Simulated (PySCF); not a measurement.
How methods differ on the ionisation energy of Se³²⁺

Se³²⁺ 1s2 (1S) → Se³³⁺ 1s1 (2S), as a difference of total energies. Computed with PySCF 2.14 in an uncontracted even-tempered set (15 s from 45 bohr⁻², ratio 2.2; 7 p from 68 bohr⁻², ratio 2.4; 4 d from 200 bohr⁻², ratio 2.4; 3 f from 310 bohr⁻², ratio 2.4; 3 g from 460 bohr⁻², ratio 2.4), with the non-relativistic Hamiltonian (point nucleus). Correlated levels: nothing frozen; virtual orbitals above 40 to 60 times the deepest correlated orbital energy dropped. The calculations carry no spin-orbit coupling.

```
                 method  ionisation energy (eV)
                    UHF                 15153.0
    MP2 (all electrons)                 15154.2
SCS-MP2 (all electrons)                 15154.4
   CCSD (all electrons)                 15154.2
```

The gap to the reference is mostly relativistic.

With two correlated electrons CCSD is exact in that space.

For comparison: 15367.5 eV (theoretical estimate listed by NIST; NIST Atomic Spectra Database, ionization energies).
